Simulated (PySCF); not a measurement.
PySCF input file for methyl (Z)-2,3-difluoroprop-2-enoate (C4H4F2O2), SMILES COC(=O)/C(F)=C/F, PBE-D3(BJ)/def2-SVP. Geometry optimised at PBE-D3(BJ)/def2-SVP. One conformer was computed; it need not be the lowest.

```python
import numpy as np
from pyscf import gto, scf, dft, df
from pyscf.hessian import thermo

mol = gto.M(
    atom='''
    C    -0.16165141    2.95147628   -0.00000000
    O    -0.62208859    1.59425580   -0.00000000
    C     0.35407253    0.66237047   -0.00000000
    O     1.54991340    0.90521436   -0.00000000
    C    -0.21491253   -0.71174152    0.00000000
    F    -1.54583464   -0.85172028    0.00000000
    C     0.61222035   -1.78219981    0.00000000
    F     0.15603425   -3.03102211    0.00000000
    H     0.45483908    3.15783788    0.89806908
    H     0.45483908    3.15783788   -0.89806908
    H    -1.06867676    3.58089991   -0.00000000
    H     1.70622994   -1.66708790   -0.00000000
    ''',
    basis='def2-SVP',
    charge=0,
    spin=0,
    max_memory=1600,
    verbose=3,
)
mf = dft.RKS(mol, xc='pbe').density_fit(auxbasis='def2-universal-jkfit')
mf.disp = 'd3bj'
mf.grids.level = 3
mf.conv_tol = 1e-11
mf.max_cycle = 100
mf.kernel()

# [left out here: the lines that compute and print the analytic Hessian (its translational invariance restored by hand, since the grid's response is missing), thermochemistry and intensities]
```

It prints:

```
converged SCF energy = -504.030498792144

WARN: DFTD3 does not support analytical Hessian, using finite difference


WARN: Mole.unit (angstrom) is changed to Bohr

Mode                                 0                   1                   2
Irrep
Freq [cm^-1]                       65.6274            100.3932            148.0191
Reduced mass [au]                   6.1518              1.0961              4.0580
Force const [Dyne/A]                0.0156              0.0065              0.0524
Char temp [K]                      94.4232            144.4435            212.9666
Normal mode                   x     y     z       x     y     z       x     y     z
       0   C                 0.00 -0.00 -0.11   -0.00  0.00 -0.05    0.00  0.00 -0.10
       1   O                -0.00  0.00 -0.05    0.00 -0.00  0.01   -0.00  0.00  0.16
       2   C                -0.00 -0.00  0.05    0.00  0.00  0.03   -0.00 -0.00  0.06
       3   O                -0.00 -0.00  0.11    0.00  0.00  0.05   -0.00 -0.00 -0.05
       4   C                -0.00 -0.00  0.05    0.00  0.00  0.01   -0.00 -0.00  0.04
       5   F                -0.00 -0.00  0.11    0.00  0.00 -0.01   -0.00 -0.00 -0.06
       6   C                 0.00  0.00 -0.05    0.00 -0.00  0.01   -0.00  0.00  0.06
       7   F                 0.00  0.00 -0.10   -0.00 -0.00 -0.02    0.00  0.00 -0.05
       8   H                -0.09  0.07 -0.07    0.46 -0.11 -0.34   -0.03  0.19 -0.12
       9   H                 0.09 -0.07 -0.07   -0.46  0.11 -0.34    0.03 -0.19 -0.12
      10   H                 0.00  0.00 -0.25   -0.00 -0.00  0.47    0.00  0.00 -0.26
      11   H                -0.00  0.00 -0.09    0.00 -0.00  0.03   -0.00  0.00  0.13
Mode                                 3                   4                   5
Irrep
Freq [cm^-1]                      149.4597            239.2205            262.0114
Reduced mass [au]                   5.8775              9.7258              5.5470
[...]
Reduced mass [au]                   1.3958              6.2602              6.4828
Force const [Dyne/A]                0.5637              2.8022              3.7427
Char temp [K]                    1191.1906           1254.0835           1424.2235
Normal mode                   x     y     z       x     y     z       x     y     z
       0   C                -0.00 -0.00  0.00   -0.01  0.05  0.00    0.04  0.15  0.00
       1   O                 0.00  0.00  0.01   -0.10  0.01  0.00   -0.07 -0.10  0.00
       2   C                -0.00  0.00 -0.04    0.05  0.02 -0.00    0.03 -0.11 -0.00
       3   O                -0.00 -0.00  0.01    0.09 -0.00  0.00    0.01  0.02  0.00
       4   C                 0.00  0.00  0.05    0.01 -0.07  0.00   -0.03 -0.05  0.00
       5   F                -0.00 -0.00  0.01   -0.11  0.01 -0.00    0.06  0.00 -0.00
       6   C                 0.00  0.00 -0.14    0.13 -0.04 -0.00   -0.08  0.00  0.00
       7   F                -0.00 -0.00  0.02   -0.02  0.02 -0.00    0.01  0.04 -0.00
       8   H                 0.00  0.01 -0.00    0.04 -0.06 -0.01    0.04  0.11  0.01
       9   H                -0.00 -0.01 -0.00    0.04 -0.06  0.01    0.04  0.11 -0.01
      10   H                -0.00 -0.00 -0.00    0.10  0.20 -0.00    0.03  0.13 -0.00
      11   H                 0.00  0.00  0.83    0.15 -0.13  0.00   -0.10  0.18  0.00
Mode                                15                  16                  17
Irrep
Freq [cm^-1]                     1114.8429           1127.0496           1165.6610
Reduced mass [au]                   3.2265              1.2983              2.1416
Force const [Dyne/A]                2.3627              0.9717              1.7145
Char temp [K]                    1604.0108           1621.5735           1677.1266
Normal mode                   x     y     z       x     y     z       x     y     z
       0   C                -0.10 -0.06  0.00    0.00 -0.00  0.13    0.08 -0.09 -0.00
       1   O                 0.03  0.12 -0.00   -0.00 -0.00 -0.06   -0.08  0.09  0.00
       2   C                 0.03 -0.07 -0.00   -0.00  0.00  0.01    0.02 -0.02 -0.00
       3   O                 0.02  0.02  0.00   -0.00 -0.00 -0.00    0.04  0.00  0.00
       4   C                -0.05 -0.11  0.00    0.00  0.00  0.00   -0.01 -0.05  0.00
       5   F                 0.05  0.01 -0.00   -0.00 -0.00 -0.00    0.01  0.00 -0.00
       6   C                -0.04 -0.04  0.00   -0.00 -0.00  0.00   -0.04 -0.05  0.00
       7   F                 0.01  0.04 -0.00    0.00  0.00 -0.00    0.02  0.05 -0.00
       8   H                 0.07 -0.19 -0.07    0.24  0.50 -0.15   -0.17  0.29  0.09
       9   H                 0.07 -0.19  0.07   -0.24 -0.50 -0.15   -0.17  0.29 -0.09
      10   H                 0.15  0.30 -0.00   -0.00 -0.00 -0.30   -0.14 -0.40  0.00
      11   H                -0.06  0.21 -0.00    0.00 -0.00  0.00   -0.04 -0.02 -0.00
Mode                                18                  19                  20
Irrep
Freq [cm^-1]                     1186.5909           1290.8989           1363.1931
Reduced mass [au]                   1.9271              3.1082              2.5249
Force const [Dyne/A]                1.5986              3.0517              2.7644
Char temp [K]                    1707.2401           1857.3161           1961.3313
Normal mode                   x     y     z       x     y     z       x     y     z
       0   C                 0.02 -0.01  0.00   -0.01 -0.03  0.00    0.02  0.04 -0.00
       1   O                -0.02  0.01 -0.00   -0.02  0.04 -0.00    0.01 -0.01  0.00
       2   C                 0.00  0.01  0.00    0.04 -0.15  0.00   -0.03  0.09 -0.00
       3   O                 0.02  0.00 -0.00   -0.00  0.02 -0.00    0.03 -0.00  0.00
       4   C                -0.06 -0.03 -0.00   -0.08  0.08 -0.00   -0.16 -0.09  0.00
       5   F                 0.02  0.00  0.00    0.02 -0.00  0.00    0.06  0.01 -0.00
       6   C                 0.09  0.09 -0.00    0.05  0.11 -0.00    0.02  0.04 -0.00
       7   F                -0.06 -0.09  0.00   -0.01 -0.05  0.00    0.01  0.01  0.00
       8   H                -0.04  0.05  0.03   -0.02  0.12 -0.02    0.02 -0.22  0.05
       9   H                -0.04  0.05 -0.03   -0.02  0.12  0.02    0.02 -0.22 -0.05
      10   H                -0.04 -0.10 -0.00    0.09  0.12 -0.00   -0.19 -0.26  0.00
      11   H                 0.04  0.68  0.00    0.10 -0.44  0.00    0.05 -0.36  0.00
Mode                                21                  22                  23
Irrep
Freq [cm^-1]                     1402.0574           1409.0573           1424.6679
Reduced mass [au]                   1.0391              1.2789              1.2365
Force const [Dyne/A]                1.2034              1.4960              1.4787
Char temp [K]                    2017.2485           2027.3198           2049.7799
Normal mode                   x     y     z       x     y     z       x     y     z
       0   C                 0.00  0.00 -0.05    0.02 -0.05 -0.00    0.04  0.06  0.00
       1   O                -0.00  0.00 -0.01    0.03 -0.05 -0.00    0.01  0.04  0.00
       2   C                 0.00 -0.00 -0.00   -0.01  0.08  0.00    0.01 -0.08  0.00
       3   O                 0.00  0.00  0.00   -0.01 -0.01  0.00   -0.00  0.01 -0.00
       4   C                 0.00  0.00  0.00   -0.05 -0.04 -0.00    0.04  0.04 -0.00
       5   F                -0.00 -0.00 -0.00    0.02  0.00  0.00   -0.02 -0.00  0.00
       6   C                -0.00 -0.00  0.00    0.00 -0.00 -0.00   -0.00  0.00 -0.00
       7   F                -0.00 -0.00 -0.00    0.00  0.01 -0.00   -0.00 -0.01  0.00
       8   H                -0.25  0.41  0.05   -0.35  0.18  0.19   -0.35 -0.39  0.35
       9   H                 0.25 -0.41  0.05   -0.35  0.18 -0.19   -0.35 -0.39 -0.35
      10   H                -0.00 -0.00  0.70    0.37  0.48  0.00   -0.06 -0.06 -0.00
      11   H                -0.00  0.00  0.00    0.01 -0.08  0.00   -0.01  0.05  0.00
Mode                                24                  25                  26
Irrep
Freq [cm^-1]                     1706.3507           1769.5808           2977.7327
Reduced mass [au]                   8.9895             11.5969              1.0319
Force const [Dyne/A]               15.4213             21.3960              5.3911
Char temp [K]                    2455.0587           2546.0328           4284.2944
Normal mode                   x     y     z       x     y     z       x     y     z
       0   C                -0.00 -0.00  0.00    0.00  0.01 -0.00   -0.03 -0.04  0.00
       1   O                -0.01  0.01 -0.00   -0.02  0.00  0.00    0.00 -0.00  0.00
       2   C                 0.06  0.03  0.00    0.22  0.05 -0.00   -0.00  0.00 -0.00
       3   O                -0.04 -0.01 -0.00   -0.14 -0.03  0.00    0.00  0.00  0.00
       4   C                 0.12 -0.14 -0.00   -0.05  0.03  0.00    0.00 -0.00  0.00
       5   F                -0.03  0.00  0.00    0.01 -0.00 -0.00    0.00 -0.00 -0.00
       6   C                -0.07  0.17 -0.00    0.03 -0.05 -0.00   -0.00  0.00  0.00
       7   F                -0.00 -0.03  0.00    0.00  0.01 -0.00   -0.00 -0.00 -0.00
       8   H                 0.01 -0.01 -0.00    0.02 -0.03  0.01    0.34  0.11  0.51
       9   H                 0.01 -0.01  0.00    0.02 -0.03 -0.01    0.34  0.11 -0.51
      10   H                -0.01 -0.02  0.00   -0.03 -0.05  0.00   -0.35  0.24  0.00
      11   H                -0.07 -0.16  0.00    0.03  0.05 -0.00   -0.00  0.00 -0.00
Mode                                27                  28                  29
Irrep
Freq [cm^-1]                     3066.3104           3115.5601           3162.7937
Reduced mass [au]                   1.1069              1.1073              1.0951
Force const [Dyne/A]                6.1319              6.3330              6.4543
Char temp [K]                    4411.7380           4482.5973           4550.5559
Normal mode                   x     y     z       x     y     z       x     y     z
       0   C                 0.00  0.00  0.09   -0.08  0.03  0.00   -0.00  0.00  0.00
       1   O                -0.00  0.00 -0.00    0.00 -0.00 -0.00    0.00  0.00  0.00
       2   C                 0.00 -0.00 -0.00   -0.00 -0.00  0.00   -0.00  0.00 -0.00
       3   O                -0.00 -0.00 -0.00    0.00  0.00 -0.00    0.00 -0.00  0.00
       4   C                 0.00 -0.00  0.00    0.00 -0.00 -0.00    0.00 -0.00  0.00
       5   F                -0.00  0.00 -0.00    0.00  0.00  0.00    0.00 -0.00 -0.00
       6   C                 0.00  0.00 -0.00    0.00 -0.00 -0.00   -0.08 -0.00  0.00
       7   F                -0.00 -0.00 -0.00    0.00  0.00  0.00    0.00  0.00 -0.00
       8   H                -0.38 -0.11 -0.54    0.14  0.05  0.24    0.00  0.00  0.00
       9   H                 0.38  0.11 -0.54    0.14  0.05 -0.24    0.00  0.00 -0.00
      10   H                -0.00  0.00  0.01    0.71 -0.48  0.00    0.00 -0.00  0.00
      11   H                -0.00 -0.00 -0.00   -0.00 -0.00  0.00    0.95  0.08 -0.00
temperature 298.1500 [K]
pressure 101325.00 [Pa]
Rotational constants [GHz] 4.88927 1.16835 0.94877
Symmetry number 1
Zero-point energy (ZPE) 0.07778 [Eh]   204202.959 [J/mol]
                           tot       elec      trans        rot        vib
Entropy [J/mol/K]       377.658      0.000    168.667    119.136     89.854
Cv [J/mol/K]            114.940      0.000     12.472     12.472     89.996
Cp [J/mol/K]            123.254      0.000     20.786     12.472     89.996
Internal energy [J/mol]                      3718.434   3718.434 218526.042
Internal energy [Eh]   -503.94443  -504.03050
Enthalpy [J/mol]                             6197.391   3718.434 218526.042
Enthalpy [Eh]          -503.94349
Gibbs free energy [J/mol]                  -44090.770 -31802.048 191736.010
Gibbs free energy [Eh] -503.98638
mode   freq/cm-1   IR/(km/mol)
   1       65.63         2.493
   2      100.39         0.312
   3      148.02         0.056
   4      149.46         0.522
   5      239.22         3.809
   6      262.01         9.094
   7      318.49        17.780
   8      387.33         3.245
   9      492.65         1.751
  10      501.49         0.000
  11      741.37        16.743
  12      762.23        17.340
  13      827.92        10.136
  14      871.63        45.789
  15      989.88         1.451
  16     1114.84       173.859
  17     1127.05         0.266
  18     1165.66       178.858
  19     1186.59       118.463
  20     1290.90        69.692
  21     1363.19       178.375
  22     1402.06        10.030
  23     1409.06        80.839
  24     1424.67        10.129
  25     1706.35       194.454
  26     1769.58       116.745
  27     2977.73        27.287
  28     3066.31        12.427
  29     3115.56         7.773
  30     3162.79         4.190
max |gradient| / (hartree/bohr): 8.000977225434383e-05
APT charges: [ 0.4485 -0.8045  1.1484 -0.6564  0.1766 -0.4071  0.5389 -0.5234 -0.0126
 -0.0126  0.0109  0.0931]
```

The run converged.

Cost: around 2.6 core-minutes (rough).
